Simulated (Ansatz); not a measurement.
Basis-set extrapolation for C₃H₈BF, SMILES `CBC(C)F` (PBE0-D4/def2-TZVP geometry, frozen core, Ansatz). Multiplicity 1, RHF reference.

```csv
,def2-TZVPP,def2-QZVPP
HF,-242.475362,-242.486482
MP2 correlation,-0.871889,-0.935905
CCSD(T) correlation,-0.952935,not run
```

Energies in hartree. Use E(X) = E(∞) + A·exp(−7.88·√X) for Hartree–Fock and E(X) = E(∞) + B·X^(−2.97) for correlation, with X = 3 and 4, and add CCSD(T) minus MP2 of the smaller set to the MP2 limit.

Q: What is the CCSD(T) energy at the basis-set limit?

A: HF limit: -242.486482 + (-0.011120) × 0.13774 = -242.48801. MP2 limit: -0.935905 + (-0.064016) × 0.74074 = -0.98332. Higher-order term: -0.952935 − (-0.871889) = -0.08105. Total: -243.55238 hartree, 325.8 kJ/mol below CCSD(T)/def2-TZVPP.
